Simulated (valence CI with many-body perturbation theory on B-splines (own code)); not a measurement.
Ba5+: electric-dipole lines

Calculated by valence CI with perturbative core correlation (CI+MBPT): five valence electrons over a frozen Dirac-Fock core [Kr] 4d10, a basis of 11 s, 11 p, 10 d, 8 f, 5 g, 2 h functions for each j, with the one-electron correlation potential Σ1, the two-electron term Σ2, the three-electron term Σ3, Breit, model QED; selected CI, second order for the rest, scaled by the run's own slope (own B-spline code, finite nucleus).

Set against measurement, 45 paired levels are off by 340 cm⁻¹ on average, the worst by 785. These come from a selection out of Sansonetti and Curry, J. Phys. Chem. Ref. Data 39, 043103 (2010). Levels without a partner in it may be off by more, other configurations by several thousand cm⁻¹. Among the levels kept, up to 2800 cm⁻¹ of a level comes from second order outside the variational space, and about a tenth of that is noise between levels of different J, which matters for small intervals. 1 measured level below the end of the list, from 200938 cm⁻¹ on, found no clear computed partner.

Lines 151 to 200 of 584 in falling wavelength, among levels below 330340 cm⁻¹, chosen from the strongest by gf and those to the six lowest levels. Wavelengths and rates use the calculated energies, so an error of 300 cm⁻¹ moves a line at 879.6 Å by 0.26 % and its rate by three times that or more. Electric multipoles are in the length gauge, E1 and E2 with the static RPA response of the core. Weak lines are less certain than strong ones. Lines between different terms over intervals too small for the method are left out, as are lines whose strength nearly cancels. Where a level lies close to another of its J and parity, the split of strength between their lines is uncertain. The highest levels of a list are the least certain.

Names give the largest LS component (configuration and term), which can be under half, so a name can repeat, a term be missing and a line seem to break the LS rules; names also repeat where a configuration has a term twice. Letters in brackets count levels of one name in rising energy.

| λ vac (Å) | λ from measured levels | Upper | Lower | A (s⁻¹) | log gf | Branch % |
| --- | --- | --- | --- | --- | --- | --- |
| 891.2 |  | 5p5 2P°_3/2 | 5s2.5p2.5d 4F_3/2 | 1.75e+08 | -1.08 | 8.8 |
| 889.2 |  | 5s2.5p2.6p 4P°_1/2 | 5s2.5p2.5d 4D_1/2 [b] | 2.51e+08 | -1.23 | 6.8 |
| 888.1 |  | 5s2.5p2.6p 4D°_1/2 | 5s2.5p2.5d 2P_3/2 [a] | 1.55e+09 | -0.44 | 46.5 |
| 882.4 |  | 5p5 2P°_3/2 | 5s.5p4 2P_1/2 | 1.66e+08 | -1.11 | 8.3 |
| 879.6 | 877.6 | 5s.5p4 2D_5/2 | 5s2.5p3 2P°_3/2 | 1.68e+08 | -0.93 | 18.6 |
| 878.5 |  | 5s2.5p2.6p 4D°_5/2 | 5s2.5p2.5d 2F_7/2 [a] | 4.83e+08 | -0.47 | 14.6 |
| 874.7 |  | 5s2.5p2.6p 4D°_3/2 [a] | 5s2.5p2.5d 4F_5/2 | 2.37e+09 | 0.04 | 60.8 |
| 871.6 |  | 5s2.5p2.6p 4D°_3/2 [b] | 5s2.5p2.5d 2F_5/2 [a] | 1.54e+09 | -0.15 | 46.6 |
| 869.2 |  | 5s2.5p2.6p 4S°_3/2 | 5s2.5p2.5d 4D_3/2 | 1.21e+08 | -1.26 | 3.5 |
| 868.9 |  | 5s2.5p2.6p 4P°_3/2 | 5s2.5p2.5d 4D_5/2 | 7.25e+08 | -0.48 | 20.3 |
| 867.1 |  | 5s.5p3.5d 4D°_5/2 | 5s2.5p2.5d 4F_7/2 | 1.29e+08 | -1.06 | 14.2 |
| 863.0 |  | 5s2.5p2.6p 4P°_5/2 | 5s2.5p2.5d 2F_7/2 [a] | 1.29e+09 | -0.06 | 34.4 |
| 862.5 | 859.3 | 5s.5p4 4P_3/2 | 5s2.5p3 2D°_5/2 | 3.71e+07 | -1.78 | 4.9 |
| 861.9 |  | 5p5 2P°_3/2 | 5s2.5p2.5d 2P_3/2 [a] | 1.96e+08 | -1.06 | 9.9 |
| 860.8 |  | 5s2.5p2.6p 4P°_1/2 | 5s2.5p2.5d 4D_3/2 | 9.48e+08 | -0.68 | 25.6 |
| 858.6 |  | 5s.5p3.5d 4D°_5/2 | 5s2.5p2.5d 2F_5/2 [a] | 8.28e+07 | -1.26 | 9.1 |
| 851.4 |  | 5s2.5p2.6p 4D°_5/2 | 5s2.5p2.5d 4F_7/2 | 1.41e+09 | -0.04 | 42.8 |
| 850.7 |  | 5s2.5p2.6p 4D°_3/2 [a] | 5s2.5p2.5d 4F_3/2 | 1.58e+08 | -1.16 | 4.0 |
| 846.5 |  | 4f.5s.5p3 2H_9/2 | 4f.5s2.5p2 2G°_7/2 | 1.58e+08 | -0.77 | 18.5 |
| 846.1 |  | 5s2.5p2.6p 4D°_7/2 | 5s2.5p2.5d 4F_9/2 | 2.33e+09 | 0.30 | 63.4 |
| 845.8 |  | 4f.5s.5p3 4G_9/2 [b] | 4f.5s2.5p2 2H°_9/2 | 8.99e+07 | -1.02 | 7.3 |
| 844.3 |  | 5s.5p3.5d 4F°_7/2 | 5s2.5p2.5d 4D_5/2 | 1.17e+08 | -1.00 | 12.9 |
| 843.3 |  | 5s2.5p2.6p 4D°_5/2 | 5s2.5p2.5d 2F_5/2 [a] | 4.98e+08 | -0.50 | 15.1 |
| 841.8 |  | 4f.5s.5p3 2G_7/2 [b] | 4f.5s2.5p2 2F°_5/2 [b] | 8.74e+07 | -1.13 | 7.2 |
| 836.9 |  | 5s2.5p2.6p 4P°_5/2 | 5s2.5p2.5d 4F_7/2 | 1.10e+09 | -0.16 | 29.4 |
| 836.0 |  | 5s2.5p2.6p 4P°_1/2 | 5s2.5p2.5d 4D_1/2 [a] | 5.52e+08 | -0.94 | 14.9 |
| 835.4 |  | 5s2.5p2.6p 4P°_3/2 | 5s2.5p2.5d 4D_3/2 | 3.51e+08 | -0.83 | 9.8 |
| 835.1 |  | 4f.5s.5p3 4D_7/2 [b] | 4f.5s2.5p2 2D°_5/2 [b] | 6.76e+07 | -1.25 | 2.7 |
| 834.5 |  | 5s2.5p2.6p 2D°_5/2 | 5s2.5p2.5d 4D_5/2 | 2.63e+08 | -0.78 | 7.8 |
| 834.4 |  | 4f.5s.5p3 4F_9/2 [c] | 4f.5s2.5p2 2H°_9/2 | 6.59e+07 | -1.16 | 3.4 |
| 832.1 |  | 4f.5s.5p3 4G_11/2 [b] | 4f.5s2.5p2 2H°_9/2 | 4.36e+07 | -1.27 | 3.9 |
| 831.4 |  | 4f.5s.5p3 4G_7/2 [a] | 4f.5s2.5p2 4D°_7/2 | 7.10e+07 | -1.23 | 9.5 |
| 830.7 |  | 4f.5s.5p3 4G_5/2 [a] | 4f.5s2.5p2 2D°_5/2 [a] | 1.23e+08 | -1.12 | 14.1 |
| 830.2 |  | 5s.5p3.5d 4F°_5/2 | 5s2.5p2.5d 4D_3/2 | 1.39e+08 | -1.06 | 15.4 |
| 829.8 |  | 4f.5s.5p3 4F_7/2 [a] | 4f.5s2.5p2 4G°_7/2 [a] | 1.23e+08 | -0.99 | 36.9 |
| 827.3 |  | 5s2.5p2.6p 4D°_7/2 | 5s2.5p2.5d 2F_7/2 [a] | 5.64e+08 | -0.33 | 15.3 |
| 826.6 |  | 5s2.5p2.6p 4S°_3/2 | 5s2.5p2.5d 2F_5/2 [a] | 2.97e+08 | -0.92 | 8.7 |
| 825.8 |  | 4f.5s.5p3 4H_11/2 | 4f.5s2.5p2 4G°_11/2 | 1.67e+08 | -0.69 | 32.8 |
| 825.3 |  | 4f.5s.5p3 2H_11/2 [a] | 4f.5s2.5p2 2G°_9/2 [b] | 9.38e+07 | -0.94 | 18.2 |
| 824.9 |  | 4f.5s.5p3 4D_7/2 [a] | 4f.5s2.5p2 4D°_5/2 | 8.04e+07 | -1.18 | 9.8 |
| 824.0 |  | 4f.5s.5p3 2D_3/2 [b] | 4f.5s2.5p2 2P°_3/2 | 1.57e+08 | -1.19 | 9.2 |
| 824.0 |  | 5s2.5p2.6p 4D°_3/2 [a] | 5s2.5p2.5d 2P_3/2 [a] | 1.80e+08 | -1.13 | 4.6 |
| 821.6 | 819.7 | 5s.5p4 2D_3/2 | 5s2.5p3 2P°_1/2 | 3.49e+07 | -1.85 | 2.7 |
| 817.8 |  | 5s2.5p2.6p 2S°_1/2 | 5s2.5p2.5d 4F_3/2 | 1.37e+09 | -0.56 | 42.3 |
| 816.8 |  | 4f.5s.5p3 4G_9/2 [a] | 4f.5s2.5p2 4D°_7/2 | 7.18e+07 | -1.14 | 11.2 |
| 816.2 |  | 4f.5s.5p3 4G_11/2 [b] | 4f.5s2.5p2 2H°_11/2 | 8.00e+07 | -1.02 | 7.1 |
| 816.1 |  | 5s2.5p2.6p 4D°_3/2 [b] | 5s2.5p2.5d 4F_5/2 | 1.55e+08 | -1.21 | 4.7 |
| 815.4 |  | 4f.5s.5p3 2G_9/2 [a] | 4f.5s2.5p2 4F°_9/2 | 6.07e+07 | -1.22 | 11.0 |
| 813.3 |  | 4f.5s.5p3 4G_9/2 [a] | 4f.5s2.5p2 4G°_9/2 | 4.06e+08 | -0.40 | 63.0 |
| 812.7 |  | 4f.5s.5p3 4G_7/2 [a] | 4f.5s2.5p2 4G°_7/2 [b] | 2.20e+08 | -0.76 | 29.5 |

Problem. How does gf follow from A for the line at 863.0 Å?

Solution. gf = 1.4992 × (2J+1)_upper × A / σ², with σ = 115874 cm⁻¹ and 2J+1 = 6: gf = 0.861.
